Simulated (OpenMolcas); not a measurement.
Au3+: moving the ligands

Au3+ with 6 ligands (fluoride) in octahedral coordination (Oh) at 2.16 Å. A charge of +0.5 e stands 2.4 Å behind each ligand. Ligand basis ANO-RCC-VDZP.

* Program: OpenMolcas
* Method: SS-CASPT2, IPEA 0.25 Eh, imaginary shift 0.1 Eh (closed shells correlated: 5s 5p and the ligand valence shells)
* Basis: ANO-RCC-VDZP [7s6p4d2f]
* Scalar Hamiltonian: DKH2, point nucleus
* Active space: 8 electrons in 5 orbitals (5d)
* State averaging: 2S+1 = 3 even, 10 roots; 2S+1 = 1 even, 15 roots
* Spin-orbit coupling: state interaction with AMFI integrals over the reference wave functions

Runs around this geometry, states (labels of O, the rotations of Oh). Energies in cm-1 above the lowest state or level, χT in cm3 K/mol.

```json
{"R (Å)": "2.13", "Ground state": "3A2", "First state of that spin": "3T2 20720", "First gap with spin-orbit (degeneracies)": "5680 (3, 2)", "χT at 300 K": "1.592", "First state of another spin": "1E 6270"}
{"R (Å)": "2.16", "Ground state": "3A2", "First state of that spin": "3T2 19700", "First gap with spin-orbit (degeneracies)": "5480 (3, 2)", "χT at 300 K": "1.619", "First state of another spin": "1E 6070"}
{"R (Å)": "2.27", "Ground state": "3A2", "First state of that spin": "3T2 17030", "First gap with spin-orbit (degeneracies)": "4610 (3, 2)", "χT at 300 K": "1.697", "First state of another spin": "1E 5130"}
```

Taking the first state of the same spin as R^-n, n = -ln(17030 / 20720) / ln(2.27 / 2.13) = 3.1 between the shortest and longest distance.

Roots that are degenerate in the reference are averaged as groups; the widest CASPT2 spread within a group is 1500 cm-1 (the 3-fold group of multiplicity 1 near 29500 cm-1 above the lowest state of its run, R = 2.13). Shifts and gaps below about the spread of the groups concerned are not significant. Over all roots computed the reference weight is 0.67 to 0.70 in R = 2.13, 0.67 to 0.70 in R = 2.16, 0.66 to 0.69 in R = 2.27; a low but even weight reflects the number of correlated electrons. Real 4d8 and 5d8 ions are as a rule square planar and diamagnetic. Ligand-to-metal charge-transfer states are missing. With no ligand orbital active B as a rule stays too high, so bands that hang on it stand too high and its fall with covalency is understated. With one d shell and no ligand orbital active, 10Dq can be off by a tenth or more. The least metal-like active orbital is 79 % on the metal (Löwdin) and no ligand orbital is active, so the numbers are rough (holds for R = 2.13; R = 2.16). The least metal-like active orbital is 80 % on the metal (Löwdin) and no ligand orbital is active, so the numbers are rough (holds for R = 2.27). No measured value stands beside these numbers; the geometry was imposed, not optimised, and the real ion may take another.
